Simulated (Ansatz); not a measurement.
Frontier orbitals of `FC1C[SiH2]1`.

```xyz
9

F    -0.758    0.967    1.635
C     0.182    0.352    0.848
C    -0.274   -0.905    0.120
Si    0.193    0.498   -1.010
H     1.129    0.267    1.376
H    -1.346   -1.075    0.179
H     0.309   -1.809    0.258
H     1.485    0.505   -1.728
H    -0.919    1.201   -1.678
```

Charge 0, multiplicity 1. The structure was optimised at the PBE0-D4/def2-TZVP level. Basis def2-TZVPP, the Gaussian-basis code of Ansatz.

Orbital energies of one run (eV). Highest occupied ones, from the top: -6.68, -7.94, -9.69, -10.19, -11.18, -11.96, -12.73, -13.95, -14.63, -16.64, -21.61, -32.99, -99.26, -99.27. Empty: -0.39, 0.48, 0.55, 1.02, 2.05, 2.26.

Q: Which functional gave them?
A. HSE06 (plane-wave form)
B. B97M-V
C. revPBE
D. ωB97M-V

A: A. HOMO energies: HSE06 -6.68, ωB97M-V -9.26, B97M-V -6.17, revPBE -5.81 eV.
